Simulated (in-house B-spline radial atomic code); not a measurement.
B97-1 excitations of neutral palladium

Method: B97-1. Computed with a B-spline radial code for spherical atoms: linear response of the closed shell [Kr] 4d10 with the functional's adiabatic kernel; scalar-relativistic (spin-free one-electron X2C), finite nucleus, no spin-orbit coupling, no double excitations, S, P, D and F terms only; shells from n = 2 respond. Only terms of natural parity with L up to 3 were computed.

Command:
```bash
python run_td.py task.json out
```
Settings (radii: box in bohr, nucleus in fm):
```
Z                        46
electrons                46
configuration            [Kr] 4d10
hamiltonian              x2c
method                   b97_1
box_radius               75
rms_radius               4.5318
intervals                77
```

Cost of the run: 3 s on 1 thread of Intel(R) Xeon(R) 6975P-C (Granite Rapids) (shared host).

The lowest states, in the order of their Tamm-Dancoff energies; the method's threshold (minus the highest occupied level) is 5.136 eV. Labels give the largest channel, * marks a mixed state, and oscillator strengths are full-response dipole values. Semilocal kernels can invert the small singlet-triplet splittings of Rydberg terms. Energies in eV:

```
     state  full response  Tamm-Dancoff  oscillator strength
4d → 5s 3D          0.761         0.808                    -
4d → 5s 1D              ?             ?                    -
4d → 5p 3P          4.093         4.109                    -
4d → 5p 1F          4.128         4.131                    -
4d → 5p 3F          4.129         4.141                    -
4d → 5p 1P          4.435         4.483                0.289
4d → 6s 3D              ?             ?                    -
4d → 6s 1D          4.859         4.860                    -
```

(1) Where does 4d → 5s 1D lie?

(2) Where does 4d → 6s 3D lie?

(3) How large is the singlet-triplet splitting of 4d → 5s (D terms) in Tamm-Dancoff?

(4) What polarisabilities and dispersion coefficient does the method give?

Results:

(1) At 1.192 eV in full response, 1.228 eV in Tamm-Dancoff.

(2) At 4.819 eV in full response, 4.821 eV in Tamm-Dancoff.

(3) 0.42 eV, from the unrounded values.

(4) Dipole 27.69 bohr³, quadrupole 496 bohr⁵, C6 199 hartree·bohr⁶ for two such species. Recommended dipole value: 26.14 ± 0.1 bohr³ (Schwerdtfeger and Nagle, table of static dipole polarizabilities (2023 update)), which includes relativity and correlation.
